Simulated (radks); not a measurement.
Q: Ionisation ladder of promethium, from Pm XXIII to Pm XLIV. Each ion is in the ground configuration listed by NIST, and IE = E(next ion) - E(this ion). All-electron calculation, Dirac Kohn-Sham, PBE, spin-unpolarised, spherical densities, point nucleus; open shells are shared between the two j in proportion to 2j + 1. Program: a radial shooting solver on a logarithmic mesh with Libxc functionals.

species         configuration  IE, Delta-SCF (eV)  -e(HOMO) (eV)   HOMO
Pm XXIII             [Kr] 4d3                   ?         665.39  4d5/2
Pm XXIV              [Kr] 4d2              725.84         703.80  4d5/2
Pm XXV               [Kr] 4d1                   ?         742.80  4d5/2
Pm XXVI                  [Kr]              929.59         898.49  4p3/2
Pm XXVII    [Ar] 3d10 4s2 4p5                   ?         938.99  4p3/2
Pm XXVIII   [Ar] 3d10 4s2 4p4              1011.7         979.84  4p3/2
Pm XXIX     [Ar] 3d10 4s2 4p3              1053.3         1021.0  4p3/2
Pm XXX      [Ar] 3d10 4s2 4p2              1095.0         1062.4  4p3/2
Pm XXXI     [Ar] 3d10 4s2 4p1                   ?         1104.0  4p3/2
Pm XXXII        [Ar] 3d10 4s2              1270.2         1248.6  4s1/2
Pm XXXIII       [Ar] 3d10 4s1              1313.9         1291.9  4s1/2
Pm XXXIV            [Ar] 3d10              2261.9         2202.6  3d5/2
Pm XXXV              [Ar] 3d9              2360.4         2300.1  3d5/2
Pm XXXVI             [Ar] 3d8              2460.4         2399.2  3d5/2
Pm XXXVII            [Ar] 3d7              2562.0         2499.7  3d5/2
Pm XXXVIII           [Ar] 3d6              2665.0         2601.7  3d5/2
Pm XXXIX             [Ar] 3d5              2769.4         2705.1  3d5/2
Pm XL                [Ar] 3d4              2875.3         2810.0  3d5/2
Pm XLI               [Ar] 3d3              2982.6         2916.3  3d5/2
Pm XLII              [Ar] 3d2              3091.2         3024.0  3d5/2
Pm XLIII             [Ar] 3d1              3201.1         3132.9  3d5/2
Pm XLIV                  [Ar]              3572.6         3476.6  3p3/2

Estimate the withheld Delta-SCF values.

A: Pm XXIII: 687.06 eV (NIST 689); Pm XXV: 765.21 eV (NIST 767); Pm XXVII: 970.50 eV (NIST 956); Pm XXXI: 1137.0 eV (NIST 1158).

Beside tabulated values, note that spin-unpolarised runs miss the spin-polarisation part of the exchange energy of open shells.
